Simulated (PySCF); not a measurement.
## Spin states of SiSb

Unrestricted PBE0; PySCF, scalar-relativistic core potentials, basis sets Si def2-TZVPPD, Sb def2-TZVPPD with ECP28. Outer shells of the fragments: Si 3s2 3p2; Sb 4d10 5s2 5p3.

Followed along the bond (rough minima from three points):

```json
{"2Ms+1": "2", "unpaired": "π ↑", "⟨S²⟩ at the start": "0.77", "R at minimum (Å)": "2.38", "Te (eV)": "0.00"}
{"2Ms+1": "2", "unpaired": "σ ↑", "⟨S²⟩ at the start": "0.77", "R at minimum (Å)": "2.27", "Te (eV)": "0.21"}
{"2Ms+1": "4", "unpaired": "σ ↑, π ↑↑", "⟨S²⟩ at the start": "3.76", "R at minimum (Å)": "2.49", "Te (eV)": "1.57"}
{"2Ms+1": "4", "unpaired": "π ↑↑↑", "⟨S²⟩ at the start": "3.76", "R at minimum (Å)": "none in the scan", "Te (eV)": "≤ 1.22"}
{"2Ms+1": "2", "unpaired": "π ↑↑↓", "⟨S²⟩ at the start": "1.77", "R at minimum (Å)": "none in the scan", "Te (eV)": "≤ 1.53"}
```

Solutions found at the starting distance of 2.480 Å, counted from the lowest of them; the search is not exhaustive and high or unbound solutions are not listed, so other states can lie among these:

```tsv
2Ms+1	unpaired	term	E (eV)	⟨S²⟩	⟨Lz²⟩	μ (D)
2	π ↑	²Π	0.00	0.77	1.01	-0.12
2	σ ↑	²Σ⁺	0.45	0.77	0.00	-0.40
4	π ↑↑↑	⁴Π	1.25	3.76	1.01	0.84
4	σ ↑, π ↑↑	mixed	1.49	3.76	2.02	0.13
2	π ↑↑↓	mixed	1.58	1.77	3.04	0.84
2	σ ↓, π ↑↑	mixed	1.89	1.78	2.02	0.23
```

A term symbol is given only where ⟨S²⟩ and ⟨Lz²⟩ are close to those of a pure state; real π, δ and φ orbitals otherwise mix terms. A positive dipole means Si(−)Sb(+).

Problem. Compare the gap between the two lowest followed solutions at the starting distance with the gap between their minima.

Solution. At PBE0 the second solution (doublet, unpaired electrons σ ↑) lies +0.45 eV from the first (doublet, unpaired electrons π ↑) at 2.480 Å and +0.21 eV at the minima; the two curves relax by different amounts, since their minima lie near 2.27 and 2.38 Å.

Spin–orbit coupling is left out. Counting both spins, an empty level lies below a filled one in some of these solutions, because spin and occupation are held.
